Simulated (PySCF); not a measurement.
Computed vibrations of [Tl(NH2)2]+

[Tl(NH2)2]+ (singlet). PySCF 2.14.0, RKS BP86, Tl def2-SVP with ECP60, N def2-SVP, H def2-SVP; non-relativistic Hamiltonian with scalar-relativistic core potentials where named; density fitting; no spin-orbit coupling. Central differences of gradients.

```xyz
7

Tl    0.0000    0.0000   -0.0379
N     2.0563    0.0000    0.3034
H     2.4569   -0.8282   -0.1788
H     2.4569    0.8282   -0.1788
N    -2.0563    0.0000    0.3034
H    -2.4569    0.8282   -0.1788
H    -2.4569   -0.8282   -0.1788
```

Run from Python with OMP_NUM_THREADS=2. Where DIIS fails, smearing, a level shift and second-order steps follow.
It took 27 s on 2 threads of Arm Neoverse V1, on a shared host.

Question: What are the harmonic wavenumbers and infrared intensities?

Answer: Modes are labelled in C2v; negative numbers are unstable modes, those under 60 cm⁻¹ near the noise; a finer grid moves soft modes by up to 10 cm⁻¹.
| cm⁻¹ | km/mol | symmetry |
| --- | --- | --- |
| -150 | – | a2 |
| 136 | 3.3 | a1 |
| 157 | 35.8 | b2 |
| 447 | 5.7 | a1 |
| 555 | 23.8 | b1 |
| 756 | 56.1 | b1 |
| 824 | 134.9 | a1 |
| 865 | 0.0 | a2 |
| 945 | 2.6 | b2 |
| 1466 | 14.4 | b1 |
| 1481 | 27.2 | a1 |
| 3317 | 232.5 | b1 |
| 3321 | 5.2 | a1 |
| 3420 | 0.0 | a2 |
| 3422 | 100.1 | b2 |

Question: Is this a minimum?

Answer: No: 1 unstable; the lowest moves the atoms so:
```
Tl   0.00  0.00  0.00
N    0.00  0.04  0.00
H   -0.05 -0.24  0.44
H    0.05 -0.24 -0.44
N    0.00 -0.04  0.00
H    0.05  0.24  0.44
H   -0.05  0.24 -0.44
```
